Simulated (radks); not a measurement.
Q: Isoelectronic series with 17 electrons, each ion in its NIST ground configuration. Method: non-relativistic Kohn-Sham, PBE, spin-polarised, spherical densities, point nucleus; open shells are filled with parallel spins first; computed with a radial shooting solver on a logarithmic mesh with Libxc functionals. Total energies (hartree) and mean radii <r> (bohr):

ion    configuration  E (hartree)  3p down   3p up  3s down   3s up
Cl      [Ne] 3s2 3p5   -459.97063    1.860   1.831    1.545   1.539
Ar+     [Ne] 3s2 3p5   -526.76506    1.562   1.547    1.377   1.372
K2+     [Ne] 3s2 3p5   -598.38424    1.360   1.351    1.242   1.238
Ca3+    [Ne] 3s2 3p5   -674.81429    1.210   1.204    1.131   1.128
Sc4+    [Ne] 3s2 3p5   -756.04675    1.093   1.089    1.039   1.036
Ti5+    [Ne] 3s2 3p5   -842.07598   0.9986  0.9951   0.9615  0.9592
V6+     [Ne] 3s2 3p5   -932.89803   0.9200  0.9171   0.8950  0.8931
Cr7+    [Ne] 3s2 3p5  -1028.50999   0.8534  0.8511   0.8374  0.8357
Mn8+    [Ne] 3s2 3p5  -1128.90972   0.7963  0.7944   0.7870  0.7855
Fe9+    [Ne] 3s2 3p5  -1234.09553   0.7466  0.7450   0.7424  0.7411
Co10+   [Ne] 3s2 3p5  -1344.06614   0.7030  0.7016   0.7028  0.7016
Ni11+   [Ne] 3s2 3p5  -1458.82049   0.6644  0.6631   0.6672  0.6661
Cu12+   [Ne] 3s2 3p5  -1578.35775   0.6299  0.6288   0.6351  0.6342
Zn13+   [Ne] 3s2 3p5  -1702.67724   0.5989  0.5979   0.6061  0.6052
Ga14+   [Ne] 3s2 3p5  -1831.77838   0.5708  0.5700   0.5796  0.5788
As16+   [Ne] 3s2 3p5  -2104.32383   0.5221  0.5214   0.5331  0.5324
Se17+   [Ne] 3s2 3p5  -2247.76739   0.5008  0.5002   0.5126  0.5119
Br18+   [Ne] 3s2 3p5  -2395.99112   0.4812  0.4806   0.4936  0.4930
Kr19+   [Ne] 3s2 3p5  -2548.99476   0.4631  0.4625   0.4760  0.4754

Estimate the row of Ge15+ ([Ne] 3s2 3p5).

A: E (hartree) -1965.66071; 3p down 0.5454; 3p up 0.5446; 3s down 0.5553; 3s up 0.5546.
